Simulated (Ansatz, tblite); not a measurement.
Spin states of the cluster TeAu₂ (the lowest singlet isomer of a short search), each relaxed with PBE0-D4/def2-TZVP in Ansatz. Electronic energies in the gas phase.

In the def2 sets Au, Te take a core potential; there is no spin–orbit coupling. The xTB rows come from tblite. Correlated methods freeze 4 core orbitals; core or outer-core shells of Au, Te are correlated, in sets that lack core-valence functions. The structure comes from a short search, and lower isomers may exist.

Singlet geometry (C2v within 0.1 Å):

```xyz
3

Au    1.519   -0.773    0.669
Au   -1.803    0.097    0.303
Te    0.284    0.676   -0.972
```

Triplet geometry (C2v within 0.1 Å):

```csv
atom,x (Å),y (Å),z (Å)
Au1,1.653,1.594,0.032
Au2,-1.021,-2.057,-0.014
Te3,-0.632,0.463,-0.017
```

Quintet geometry (C2v within 0.1 Å):

Cartesian coordinates in Å:
```
Au 1.366 -0.423 0.616
Au -1.052 0.656 0.942
Te -0.314 -0.233 -1.559
```

⟨S²⟩: triplet 2.01 at PBE0-D4/def2-TZVP (pure 2.00), quintet 6.02 at PBE0-D4/def2-TZVP (pure 6.00).

Only these spin states were relaxed. The quintet has other bonds than the singlet, so the gap mixes isomer and spin.

Second-order perturbation terms are unreliable where d shells bring near-degenerate states, and here PBE-QIDH/def2-TZVP, MP2/def2-TZVP lie more than 0.4 eV from the median of the functionals without such a term.

| level | triplet − singlet (kJ/mol) | quintet − singlet (kJ/mol) | lowest of these |
| --- | --- | --- | --- |
| HF/def2-TZVP | 107.4 | 243.1 | singlet |
| r2SCAN-D4/def2-TZVP | 96.7 | 231.1 | singlet |
| PBE-QIDH/def2-TZVP | 135.6 | 285.8 | singlet |
| MP2/def2-TZVP | 161.7 | 292.0 | singlet |

Question: Estimate the rows for GFN1-xTB, GFN2-xTB, PBE-D4/def2-TZVP, RPA@PBE/def2-TZVP.

Answer: 
| level | triplet − singlet (kJ/mol) | quintet − singlet (kJ/mol) | lowest of these |
| --- | --- | --- | --- |
| GFN1-xTB | 181.8 | 355.9 | singlet |
| GFN2-xTB | 263.4 | 573.2 | singlet |
| PBE-D4/def2-TZVP | 95.1 | 250.9 | singlet |
| RPA@PBE/def2-TZVP | 119.9 | 268.2 | singlet |

The xTB methods have no term that favours high spin, so they put low spin too low.
